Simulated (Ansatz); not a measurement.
Ansatz (an electronic-structure program) input (CCSD(T)/cc-pV(D+d)Z):
A basis named .json is the Basis Set Exchange file of that set.

Ansatz 0.2 input:
```yaml
crystal:
  periodic: [false, false, false]
  atoms:
    - {symbol: N, position_ang: [-1.91279666, 0.20129944, -0.18673064]}
    - {symbol: Si, position_ang: [-0.04255193, 0.00447809, -0.00415400]}
    - {symbol: Cl, position_ang: [0.65943691, 1.79276270, -0.55175440]}
    - {symbol: Cl, position_ang: [0.18276416, -0.43269413, 1.93200960]}
    - {symbol: Cl, position_ang: [0.38326718, -1.48903475, -1.26062280]}
    - {symbol: H, position_ang: [-2.27018730, 0.94911548, 0.41472503]}
    - {symbol: H, position_ang: [-2.40557560, -0.65973929, 0.06721232]}
    - {symbol: H, position_ang: [-2.17189353, 0.43125944, -1.15041784]}
basis:
  gaussian:
    orbitals: cc-pV_D+d_Z.json
total_charge: 1
magnetization: {spin_polarized: false}
correlation: {method: ccsd_t, electrons: outside_noble_gas}
```

Output:

```
Functional definition: HF
integrals: 0.23 GiB planned
1234 factors; integrals over basis functions are off by at most 1.2e-3 eV
0.76 GiB of device memory are held for the factors and their scratch space
mean field: 0.87 GiB planned
mean field evaluation 1: about -46898.9600 eV, gradient 3.1e1 eV
mean field evaluation 2: about -46899.0242 eV, gradient 3.1e1 eV
mean field evaluation 4: about -46901.3807 eV, gradient 2.7e0 eV
mean field evaluation 8: about -46901.4089 eV, gradient 1.6e-1 eV
mean field evaluation 16: about -46900.9362 eV, gradient 1.3e1 eV
mean field -46901.40896916 eV, -1723.5949886998 hartree, gradient 1.0e-6 eV, S^2 0.000000; 0 other end points of the search recorded, 0 dependent functions left out
21 core orbitals not correlated
reference -46901.40896916 eV, -1723.5949886998 hartree; 16, 16 occupied and 84, 84 virtual orbitals, 1234 factors
second order -18.39202658 eV of doubles, -0.00000000 eV of singles
coupled cluster: 2.25 GiB planned
cycle   1  -19.36366409 eV  change   -9.7e-1 eV  update   8.4e-2
cycle   2  -19.74332087 eV  change   -3.8e-1 eV  update   2.4e-2
cycle   3  -19.81839266 eV  change   -7.5e-2 eV  update   1.1e-2
cycle   4  -19.81648671 eV  change    1.9e-3 eV  update   2.2e-3
cycle   5  -19.81588240 eV  change    6.0e-4 eV  update   6.7e-4
cycle   6  -19.81572368 eV  change    1.6e-4 eV  update   1.9e-4
cycle   7  -19.81568527 eV  change    3.8e-5 eV  update   6.0e-5
cycle   8  -19.81569230 eV  change   -7.0e-6 eV  update   1.9e-5
perturbative correction -0.51874432 eV, -0.0190635022 hartree
Total energy: -46921.74340578 eV, -1724.3422654625 hartree
```

It need not be the lowest isomer of its formula.
